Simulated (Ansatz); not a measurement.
Nudged elastic band run: Be$_{12}$Al

input.yaml

```yaml
crystal:
  lattice:
    - [4.58, 0.0, 0.0]
    - [2.29, 3.966396, 0.0]
    - [0.0, 0.0, 14.58843]
  atoms:
    - { symbol: Be, position: [0.0, 0.0, 0.0685475] }
    - { symbol: Be, position: [0.5, 0.0, 0.0685475] }
    - { symbol: Be, position: [0.0, 0.5, 0.0685475] }
    - { symbol: Be, position: [0.5, 0.5, 0.0685475] }
    - { symbol: Be, position: [-0.16631847, 0.33337345, 0.19025352] }
    - { symbol: Be, position: [0.33373438, 0.33191738, 0.19042796] }
    - { symbol: Be, position: [-0.16832598, 0.83397941, 0.19051246] }
    - { symbol: Be, position: [0.33373923, 0.8339861, 0.19030583] }
    - { symbol: Be, position: [-0.0019032, 0.00296084, 0.31115939] }
    - { symbol: Be, position: [0.4994903, -7.494e-05, 0.31979681] }
    - { symbol: Be, position: [-0.00141371, 0.49893249, 0.31174243] }
    - { symbol: Be, position: [0.50327492, 0.49811319, 0.31076552] }
    - { symbol: Al, position: [0.17557347, 0.66797397, 0.45699013] }
basis:
  ecutwfc: 420.0
kpoints:
  mp_grid: { grid: [4, 4, 1] }
hamiltonian:
  xc: pbesol
scf:
  occupations: { method: gaussian, width: 0.05 }
  lower_state_search: "off"
neb:
  images: 5
  f_tol: 0.05
  initial_path: linear
  max_iterations: 24
  constraints: [{ sites: [0, 1, 2, 3] }]
  final_atoms:
    - { symbol: Be, position: [0.0, 0.0, 0.0685475] }
    - { symbol: Be, position: [0.5, 0.0, 0.0685475] }
    - { symbol: Be, position: [0.0, 0.5, 0.0685475] }
    - { symbol: Be, position: [0.5, 0.5, 0.0685475] }
    - { symbol: Be, position: [-0.16626562, 0.33191738, 0.19042796] }
    - { symbol: Be, position: [0.33368153, 0.33337345, 0.19025352] }
    - { symbol: Be, position: [-0.16626077, 0.8339861, 0.19030583] }
    - { symbol: Be, position: [0.33167402, 0.83397941, 0.19051246] }
    - { symbol: Be, position: [-0.0005097, -7.494e-05, 0.31979681] }
    - { symbol: Be, position: [0.4980968, 0.00296084, 0.31115939] }
    - { symbol: Be, position: [0.00327492, 0.49811319, 0.31076552] }
    - { symbol: Be, position: [0.49858629, 0.49893249, 0.31174243] }
    - { symbol: Al, position: [0.67557347, 0.66797397, 0.45699013] }
  order_check: false
```

Launched with:

```bash
$ ansatz run input.yaml --threads 1 --pin off --max-ram 3072MiB --backend cpu --events-out ev --progress --plain --runs-dir out
```

Output, in part (warnings, iteration lines):

```
NEB end point (image 0): max|allowed force component| = 7.758e-3 eV/Å (the criterion of neb.relax_end_points is 1.000e-2)
NEB iter   1: max|band force component| = 1.009e0 eV/Å  barrier→ = 0.1093 eV  barrier← = 0.1093 eV  Δτ_max = 0.0587 Å  (84 SCF iters)
NEB iter   2: max|band force component| = 3.604e-1 eV/Å  barrier→ = 0.0368 eV  barrier← = 0.0368 eV  CI = image 3  Δτ_max = 0.0380 Å  (54 SCF iters)
NEB iter   3: max|band force component| = 3.174e-2 eV/Å  barrier→ = 0.0233 eV  barrier← = 0.0233 eV  CI = image 3  Δτ_max = 0.0000 Å  (46 SCF iters)
```

The run converged. The order of the stationary point at the top wasn't checked. Limits of this set-up: coarse k mesh, thin slab, slab without dipole correction.

Final band:

```csv
image,path coordinate (Å),energy (eV)
0,0.00,0.000
1,0.38,0.007
2,0.76,0.018
3,1.15,0.023
4,1.54,0.017
5,1.93,0.005
6,2.32,0.000
```

The run took 2.2 min on 1 CPU thread of a shared host.
